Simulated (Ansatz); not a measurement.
Geometry optimisation, RKS PBE-D4/def2-SVP (Ansatz).

input.yaml

```yaml
crystal:
  periodic: [false, false, false]
  atoms:
    - { symbol: B, position_ang: [-1.0741, -0.1325, 1.7816] }
    - { symbol: Si, position_ang: [-0.1712, -1.0131, 0.3557] }
    - { symbol: C, position_ang: [0.4889, 0.2261, -0.8322] }
    - { symbol: "N", position_ang: [1.7966, 0.6835, -0.6471] }
    - { symbol: O, position_ang: [-0.2656, 0.6794, -1.8863] }
    - { symbol: H, position_ang: [-0.7814, -0.1989, 2.8919] }
    - { symbol: H, position_ang: [-2.012, 0.6108, 1.5087] }
    - { symbol: H, position_ang: [-1.0545, -1.8853, -0.3637] }
    - { symbol: H, position_ang: [0.9298, -1.7852, 0.9817] }
    - { symbol: H, position_ang: [2.1405, 1.3836, -1.2635] }
    - { symbol: H, position_ang: [0.0685, 1.3746, -2.5062] }
basis:
  gaussian: { orbitals: def2-SVP }
hamiltonian:
  xc: pbe
  dispersion: d4
relax:
  f_tol: 0.02
  max_steps: 50
output:
  orbitals: {}
```

Run as:

```bash
$ ansatz run input.yaml --threads 2 --pin off --max-ram 3072MiB --backend cpu --events-out ev --progress --plain --runs-dir out
```

**Question.** Where does it end, and by what steps?

**Answer.** The run converged. After 23 steps the energy has fallen by 1.002 eV; H6 moved furthest, 0.79 Å.

```csv
step,energy less start (eV),largest force component (eV/Å),accepted
0,0.0000,6.227,yes
1,-0.8267,2.307,yes
2,-0.9353,0.942,yes
3,-0.9784,0.247,yes
4,-0.9828,0.151,yes
5,-0.9851,0.087,yes
6,-0.9872,0.026,yes
7,-0.9855,0.359,no
8,-0.9888,0.035,yes
9,-0.9903,0.127,yes
10,-0.9805,0.431,no
11,-0.9924,0.139,yes
12,-0.9947,0.136,yes
13,-0.9961,0.154,yes
14,-0.9977,0.153,yes
15,-0.9994,0.141,yes
16,-0.9981,0.156,no
17,-1.0005,0.081,yes
18,-0.9997,0.143,no
19,-1.0010,0.056,yes
20,-1.0019,0.038,yes
21,-1.0020,0.057,yes
22,-1.0021,0.041,yes
23,-1.0022,0.012,yes
```

```xyz
11
Properties=species:S:1:pos:R:3
B -1.237 -0.089 1.785
Si -0.002 -0.949 0.452
C 0.648 0.275 -0.875
N 1.902 0.505 -0.982
O -0.374 0.835 -1.592
H -1.455 -0.617 2.860
H -1.834 0.939 1.527
H -0.875 -1.971 -0.249
H 1.175 -1.669 1.046
H 2.110 1.206 -1.722
H 0.007 1.479 -2.229
```

Whether the end is a true minimum wasn't checked by a vibrational analysis.

Time of the run: 49 s on 2 threads of Arm Neoverse V2, on a shared host, peak memory 0.17 GiB.
